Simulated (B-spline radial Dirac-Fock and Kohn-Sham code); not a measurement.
Relativistic shifts of the levels of K²⁺

System: K²⁺ in the configuration 1s2 2s2 2p6 3s2 3p5.

Both columns are ΔSCF binding energies of the configuration average from an atomic code on a B-spline grid: non-relativistic Hartree-Fock with a point nucleus, and Dirac-Fock with a finite nucleus and the Coulomb interaction alone, averaged over the two j levels with weights 2j+1.

| shell | Hartree-Fock (eV) | Dirac-Fock (eV) | shift (eV) | shift (%) |
| --- | --- | --- | --- | --- |
| 1s | 3627.3 | 3644.6 | +17.32 | +0.48 |
| 2s | 408.8 | 411.9 | +3.08 | +0.75 |
| 3s | 66.34 | 66.72 | +0.38 | +0.58 |
| 3p | 45.59 | 45.59 | 0.00 | 0.00 |

Relativity binds 1s, 2s, 3s more strongly, among those listed most of all 2s in relative terms.

Values without a named source are computed, but for edge energies of neutral atoms, which are taken from tables.
